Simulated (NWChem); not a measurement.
System: C$_{3}$H$_{10}$Si; SMILES C[SiH](C)C

NWChem input:

```
start job
memory heap 200 mb stack 900 mb global 1100 mb
geometry units angstroms
  Si     0.000000     0.000000     0.367857
  C     -1.217981     1.305708    -0.232791
  C      1.739767     0.401949    -0.232791
  C     -0.521786    -1.707657    -0.232791
  H      0.000000     0.000000     1.869456
  H     -1.248972     1.338840    -1.333887
  H     -2.237371     1.094283     0.126736
  H     -0.936087     2.307888     0.126717
  H      2.466733    -0.343269     0.126717
  H      1.783955     0.412222    -1.333887
  H      2.066362     1.390479     0.126736
  H     -0.534983    -1.751061    -1.333887
  H     -1.530646    -1.964619     0.126717
  H      0.171009    -2.484762     0.126736
end
basis spherical
  * library 6-31g*
end
dft
  xc b3lyp
  iterations 150
end
driver
  maxiter 120
end
task dft optimize
```

NWChem printed, in part:

```
             Northwest Computational Chemistry Package (NWChem) 7.3.0
             --------------------------------------------------------

 C3  symmetry detected

                             Geometry "geometry" -> ""
                             -------------------------

 Output coordinates in angstroms (scale by  1.889725989 to convert to a.u.)

  No.       Tag          Charge          X              Y              Z
 ---- ---------------- ---------- -------------- -------------- --------------
    1 Si                  14.0000     0.00000000    -0.00000000     0.37766857
    2 C                    6.0000    -1.70194850     0.54011427    -0.22297943
    3 C                    6.0000     1.31872693     1.20387350    -0.22297943
    4 C                    6.0000     0.38322157    -1.74398777    -0.22297943
    5 H                    1.0000     0.00000000    -0.00000000     1.87926757
    6 H                    1.0000    -1.74520859     0.55377746    -1.32407543
    7 H                    1.0000    -2.48645659    -0.14428587     0.13654757
    8 H                    1.0000    -1.94804982     1.55167887     0.13652857
    9 H                    1.0000     2.31781823     0.91122120     0.13652857
   10 H                    1.0000     1.35218964     1.23450624    -1.32407543
   11 H                    1.0000     1.11827307     2.22547750     0.13654757
   12 H                    1.0000     0.39301894    -1.78828370    -1.32407543
   13 H                    1.0000    -0.36976841    -2.46290006     0.13652857
   14 H                    1.0000     1.36818352    -2.08119164     0.13654757

 Effective nuclear repulsion energy (a.u.)     174.2739318115

      Symmetry information
      --------------------

 Group name             C3
 Group number              5
 Group order               3
 No. of unique centers     6

                                Z-matrix (autoz)
                                --------

 Units are Angstrom for bonds and degrees for angles

      Type          Name      I     J     K     L     M      Value
      ----------- --------  ----- ----- ----- ----- ----- ----------
    1 Stretch                  1     2                       1.88391
    2 Stretch                  1     3                       1.88391
    3 Stretch                  1     4                       1.88391
    4 Stretch                  1     5                       1.50160
    5 Stretch                  2     6                       1.10203
    6 Stretch                  2     7                       1.10142
    7 Stretch                  2     8                       1.10140
    8 Stretch                  3     9                       1.10140
    9 Stretch                  3    10                       1.10203
   10 Stretch                  3    11                       1.10142
   11 Stretch                  4    12                       1.10203
   12 Stretch                  4    13                       1.10140
   13 Stretch                  4    14                       1.10142
   14 Bend                     1     2     6               110.95150
   15 Bend                     1     2     7               111.17714
   16 Bend                     1     2     8               111.16821
   17 Bend                     1     3     9               111.16821
   18 Bend                     1     3    10               110.95150
   19 Bend                     1     3    11               111.17714
   20 Bend                     1     4    12               110.95150
   21 Bend                     1     4    13               111.16821
   22 Bend                     1     4    14               111.17714
   23 Bend                     2     1     3               110.33578
   24 Bend                     2     1     4               110.33578
   25 Bend                     2     1     5               108.59218
   26 Bend                     3     1     4               110.33578
   27 Bend                     3     1     5               108.59218
   28 Bend                     4     1     5               108.59218
   29 Bend                     6     2     7               107.81170
   30 Bend                     6     2     8               107.81689
   31 Bend                     7     2     8               107.75814
   32 Bend                     9     3    10               107.81689
   33 Bend                     9     3    11               107.75814
   34 Bend                    10     3    11               107.81170
   35 Bend                    12     4    13               107.81689
   36 Bend                    12     4    14               107.81170
   37 Bend                    13     4    14               107.75814
   38 Torsion                  2     1     3     9         178.93767
   39 Torsion                  2     1     3    10         -61.08775
   40 Torsion                  2     1     3    11          58.88623
   41 Torsion                  2     1     4    12          61.09469
   42 Torsion                  2     1     4    13         -58.87989
   43 Torsion                  2     1     4    14        -178.93133
   44 Torsion                  3     1     2     6          61.09469
   45 Torsion                  3     1     2     7        -178.93133
   46 Torsion                  3     1     2     8         -58.87989
   47 Torsion                  3     1     4    12         -61.08775
   48 Torsion                  3     1     4    13         178.93767
   49 Torsion                  3     1     4    14          58.88623
   50 Torsion                  4     1     2     6         -61.08775
   51 Torsion                  4     1     2     7          58.88623
   52 Torsion                  4     1     2     8         178.93767
   53 Torsion                  4     1     3     9         -58.87989
   54 Torsion                  4     1     3    10          61.09469
   55 Torsion                  4     1     3    11        -178.93133
   56 Torsion                  5     1     2     6        -179.99653
   57 Torsion                  5     1     2     7         -60.02255
   58 Torsion                  5     1     2     8          60.02889
   59 Torsion                  5     1     3     9          60.02889
   60 Torsion                  5     1     3    10        -179.99653
   61 Torsion                  5     1     3    11         -60.02255
   62 Torsion                  5     1     4    12        -179.99653
   63 Torsion                  5     1     4    13          60.02889
   64 Torsion                  5     1     4    14         -60.02255

                           NWChem Geometry Optimization
                           ----------------------------

 maximum gradient threshold         (gmax) =   0.000450
 rms gradient threshold             (grms) =   0.000300
 maximum cartesian step threshold   (xmax) =   0.001800
 rms cartesian step threshold       (xrms) =   0.001200
 fixed trust radius                (trust) =   0.300000
 source of zmatrix                         =   autoz

          -------------------
          Energy Minimization
          -------------------

 Using diagonal initial Hessian
 Scaling for Hessian diagonals: bonds = 1.00  angles = 0.25  torsions = 0.10

          --------
          Step   0

                                 NWChem DFT Module
                                 -----------------

 Summary of "ao basis" -> "ao basis" (spherical)
 ------------------------------------------------------------------------------
       Tag                 Description            Shells   Functions and Types
 ---------------- ------------------------------  ------  ---------------------
 Si                          6-31g*                  8       18   4s3p1d
 C                           6-31g*                  6       14   3s2p1d
 H                           6-31g*                  2        2   2s

      Symmetry analysis of basis
      --------------------------

        a          30
        e+         25
        e-         25

  Rotation of axis

[...]

      ----------------------
      Optimization converged
      ----------------------

  Step       Energy      Delta E   Gmax     Grms     Xrms     Xmax
  ---- ---------------- -------- -------- -------- -------- --------
@    3    -409.86097563 -1.3D-06  0.00004  0.00002  0.00067  0.00148
                                     ok       ok       ok       ok

                                Z-matrix (autoz)
                                --------

 Units are Angstrom for bonds and degrees for angles

      Type          Name      I     J     K     L     M      Value     Gradient
      ----------- --------  ----- ----- ----- ----- ----- ---------- ----------
    1 Stretch                  1     2                       1.89369    0.00001
    2 Stretch                  1     3                       1.89369    0.00001
    3 Stretch                  1     4                       1.89369    0.00001
    4 Stretch                  1     5                       1.49543   -0.00004
    5 Stretch                  2     6                       1.09711    0.00003
    6 Stretch                  2     7                       1.09658    0.00003
    7 Stretch                  2     8                       1.09655    0.00003
    8 Stretch                  3     9                       1.09655    0.00003
    9 Stretch                  3    10                       1.09711    0.00003
   10 Stretch                  3    11                       1.09658    0.00003
   11 Stretch                  4    12                       1.09711    0.00003
   12 Stretch                  4    13                       1.09655    0.00003
   13 Stretch                  4    14                       1.09658    0.00003
   14 Bend                     1     2     6               111.26757   -0.00001
   15 Bend                     1     2     7               111.33992    0.00004
   16 Bend                     1     2     8               111.33493    0.00004
   17 Bend                     1     3     9               111.33493    0.00004
   18 Bend                     1     3    10               111.26757   -0.00001
   19 Bend                     1     3    11               111.33992    0.00004
   20 Bend                     1     4    12               111.26757   -0.00001
   21 Bend                     1     4    13               111.33493    0.00004
   22 Bend                     1     4    14               111.33992    0.00004
   23 Bend                     2     1     3               110.47021   -0.00001
   24 Bend                     2     1     4               110.47021   -0.00001
   25 Bend                     2     1     5               108.45275    0.00001
   26 Bend                     3     1     4               110.47021   -0.00001
   27 Bend                     3     1     5               108.45275    0.00001
   28 Bend                     4     1     5               108.45275    0.00001
   29 Bend                     6     2     7               107.56426   -0.00002
   30 Bend                     6     2     8               107.56321   -0.00002
   31 Bend                     7     2     8               107.57375   -0.00003
   32 Bend                     9     3    10               107.56321   -0.00002
   33 Bend                     9     3    11               107.57375   -0.00003
   34 Bend                    10     3    11               107.56426   -0.00002
   35 Bend                    12     4    13               107.56321   -0.00002
   36 Bend                    12     4    14               107.56426   -0.00002
   37 Bend                    13     4    14               107.57375   -0.00003
   38 Torsion                  2     1     3     9         178.74770    0.00003
   39 Torsion                  2     1     3    10         -61.27464    0.00002
   40 Torsion                  2     1     3    11          58.70773    0.00001
   41 Torsion                  2     1     4    12          61.25935   -0.00001
   42 Torsion                  2     1     4    13         -58.71831   -0.00001
   43 Torsion                  2     1     4    14        -178.75828   -0.00002
   44 Torsion                  3     1     2     6          61.25935   -0.00001
   45 Torsion                  3     1     2     7        -178.75828   -0.00002
   46 Torsion                  3     1     2     8         -58.71831   -0.00001
   47 Torsion                  3     1     4    12         -61.27464    0.00002
   48 Torsion                  3     1     4    13         178.74770    0.00003
   49 Torsion                  3     1     4    14          58.70773    0.00001
   50 Torsion                  4     1     2     6         -61.27464    0.00002
   51 Torsion                  4     1     2     7          58.70773    0.00001
   52 Torsion                  4     1     2     8         178.74770    0.00003
   53 Torsion                  4     1     3     9         -58.71831   -0.00001
   54 Torsion                  4     1     3    10          61.25935   -0.00001
   55 Torsion                  4     1     3    11        -178.75828   -0.00002
   56 Torsion                  5     1     2     6         179.99235    0.00000
   57 Torsion                  5     1     2     7         -60.02528   -0.00001
   58 Torsion                  5     1     2     8          60.01469    0.00001
   59 Torsion                  5     1     3     9          60.01469    0.00001
   60 Torsion                  5     1     3    10         179.99235    0.00000
   61 Torsion                  5     1     3    11         -60.02528   -0.00001
   62 Torsion                  5     1     4    12         179.99235    0.00000
   63 Torsion                  5     1     4    13          60.01469    0.00001
   64 Torsion                  5     1     4    14         -60.02528   -0.00001

                         Geometry "geometry" -> "geometry"
                         ---------------------------------

 Output coordinates in angstroms (scale by  1.889725989 to convert to a.u.)

  No.       Tag          Charge          X              Y              Z
 ---- ---------------- ---------- -------------- -------------- --------------
    1 Si                  14.0000     0.00000000    -0.00000000     0.37660846
    2 C                    6.0000    -1.71216863     0.54337567    -0.22278611
    3 C                    6.0000     1.32666145     1.21109369    -0.22278611
    4 C                    6.0000     0.38550718    -1.75446937    -0.22278611
    5 H                    1.0000     0.00000000    -0.00000000     1.87204181
    6 H                    1.0000    -1.76348062     0.55980323    -1.31857674
    7 H                    1.0000    -2.49456163    -0.13659250     0.13497769
    8 H                    1.0000    -1.95926830     1.54997413     0.13516839
    9 H                    1.0000     2.32195112     0.92178906     0.13516839
   10 H                    1.0000     1.36654412     1.24731740    -1.31857674
   11 H                    1.0000     1.12898824     2.22865000     0.13497769
   12 H                    1.0000     0.39693649    -1.80712063    -1.31857674
   13 H                    1.0000    -0.36268282    -2.47176319     0.13516839
   14 H                    1.0000     1.36557339    -2.09205750     0.13497769

 Effective nuclear repulsion energy (a.u.)     173.7514230061

      Symmetry information
      --------------------

 Group name             C3
 Group number              5
 Group order               3
 No. of unique centers     6

                Final and change from initial internal coordinates
                --------------------------------------------------

                                Z-matrix (autoz)
                                --------

 Units are Angstrom for bonds and degrees for angles

[...]
```

Level: B3LYP/6-31G* (spherical d).
